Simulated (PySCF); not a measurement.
Compound: C3H10GeO2.
InChI=1S/C3H10GeO2/c1-3-6-4-5-2/h3-4H2,1-2H3

A linear-response calculation (PySCF, def2-SVPD basis, gas phase, vertical, core orbitals frozen in the response) gave these numbers; the functional is withheld.

Orbital energies (eV): HOMO-3 -10.17, HOMO-2 -10.00, HOMO-1 -9.47, HOMO -9.33, LUMO 1.11, LUMO+1 1.23, LUMO+2 1.37.

```csv
state,E (eV),f,"main configurations (H = HOMO, L = LUMO)"
S1,7.20,0.0046,H→L+1 (71%)
S2,7.35,0.0052,"H→L+2 (44%), H-1→L+1 (17%), H-1→L+2 (14%)"
S3,7.57,0.0033,"H-1→L+2 (55%), H-1→L+1 (22%)"
S4,7.68,0.017,"H→L+2 (35%), H-1→L+1 (30%), H-1→L+2 (14%)"
S5,7.70,0.063,H→L (76%)
S6,7.83,0.021,H-1→L (79%)
```

Triplets, Tamm–Dancoff:

```csv
state,E (eV),λ (nm),"main configurations (H = HOMO, L = LUMO)"
T1,6.81,182.0,"H→L+1 (50%), H-1→L+1 (10%), H→L+4 (8%)"
T2,6.94,178.5,"H→L+2 (34%), H-1→L+2 (24%), H→L+1 (8%)"
T3,7.25,171.0,"H-1→L+1 (50%), H→L+2 (19%)"
T4,7.31,169.6,"H-1→L+2 (44%), H→L+2 (12%), H→L+1 (12%)"
```

Vertical ionisation energy by ΔSCF with the same functional: 10.07 eV. Mean static polarisability: 75.4 au.

**Question.** Name the functional.
A. B3LYP
B. HF
C. PBE
D. CAM-B3LYP

**Answer.** D. CAM-B3LYP is range-separated, 19% exact exchange at short range and 65% at long range (ω = 0.33 bohr⁻¹). In this run −ε(HOMO) = 9.33 eV differs from the ΔSCF value by -0.74 eV, and S1 differs from the orbital gap of 10.44 eV by -3.24 eV. The ratio −ε(HOMO)/IP is 0.93. Usual ranges for neutral molecules in this basis: 0.85 to 0.93 with CAM-B3LYP, 0.5 to 0.7 with PBE, 0.67 to 0.83 with B3LYP; with Hartree–Fock the ratio is 1 or more (Koopmans' value less the relaxation energy is the ΔSCF value). The other options: PBE, a GGA without exact exchange; HF, time-dependent Hartree–Fock, 100% exact exchange; B3LYP, a global hybrid with 20% exact exchange.

Method used: TDDFT CAM-B3LYP/def2-SVPD, vertical, gas phase, core orbitals frozen in the response in PySCF. One conformer (not necessarily the lowest) at the PBE0-D3(BJ)/def2-SVP geometry, without solvent, vibrations or thermal averaging. The CAM-B3LYP/def2-SVPD calculation is non-relativistic and has no spin–orbit coupling, an omission that weighs most on germanium.

Shape of the structure used: `[CH3:1][CH2:2][O:3][GeH2:4][O:5][CH3:6]`: C1–C2–O3–Ge4 82°, C2–O3–Ge4–O5 138°, O3–Ge4–O5–C6 -55°.
